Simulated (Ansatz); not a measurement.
Compare A (`CN(C)BN`) with its isomer B (`CCB(N)N`).

Calculated with Ansatz (gas phase, PBE0-D4/def2-TZVP geometries, no zero-point term in ΔE). CCSD(T)/CBS adds triple-zeta CCSD(T) − MP2 to the extrapolated MP2 energy (def2 sets, frozen cores). Functionals use def2-TZVPP. B3LYP here is the variant with VWN-RPA as its local correlation; programs differ in this. Each species was taken in one conformer, which may not be the lowest.

A:

```xyz
14

C    -1.0140    0.0522    0.9782
N    -0.1959   -0.1547   -0.1853
C    -0.8782   -0.8549   -1.2411
B     1.1411    0.2765   -0.3167
N     1.8567    0.9716    0.6817
H    -0.4648    0.5729    1.7624
H    -1.9037    0.6509    0.7411
H    -1.3629   -0.9019    1.3951
H    -0.2111   -0.9833   -2.0927
H    -1.2138   -1.8479   -0.9124
H    -1.7673   -0.3051   -1.5788
H     1.7085    0.0357   -1.3465
H     1.4976    1.2353    1.5813
H     2.8076    1.2525    0.5337
```

B:

```xyz
14

C     0.9510    0.8354    1.2754
C     0.3862    0.9226   -0.1448
B    -0.4199   -0.3821   -0.5487
N     0.2674   -1.4842   -1.1117
N    -1.8116   -0.4525   -0.2999
H     1.5068    1.7358    1.5513
H     1.6291   -0.0160    1.3808
H     0.1534    0.7019    2.0114
H     1.2087    1.0919   -0.8493
H    -0.2582    1.8058   -0.2225
H    -0.1617   -2.3608   -1.3485
H     1.2517   -1.4561   -1.3026
H    -2.3211    0.3171    0.0925
H    -2.3817   -1.2588   -0.4834
```

(1) Which is lower in electronic energy at CCSD(T)/CBS, and by how much? (Estimate.)

(2) Give E(B) − E(A) in kJ/mol with B3LYP, BLYP-D4, MP2/def2-TZVPP, PBE0-D4, CCSD(T)/def2-SVP, LDA (SPW92), B2PLYP. (Best estimate.)

Largest T1 diagnostic: 0.011.

Answers

(1) Computed: B, by 88.5 kJ/mol.

(2) Ansatz gave: B3LYP -82.9, BLYP-D4 -78.6, MP2/def2-TZVPP -88.8, PBE0-D4 -86.4, CCSD(T)/def2-SVP -73.5, LDA (SPW92) -76.5, B2PLYP -84.7. None reverses the order clearly.

Leaving LDA and LC-ωPBE aside and taking each functional with its dispersion term where it has one, the values, not all of them listed here, spread over 11.5 kJ/mol, from B97M-V to BLYP-D4. LDA lies +6.5 kJ/mol from PBE without D4. From BLYP to BHLYP (50 % exact exchange), in def2-TZVPP and without D4, E(B) − E(A) moves by −5.0 kJ/mol.
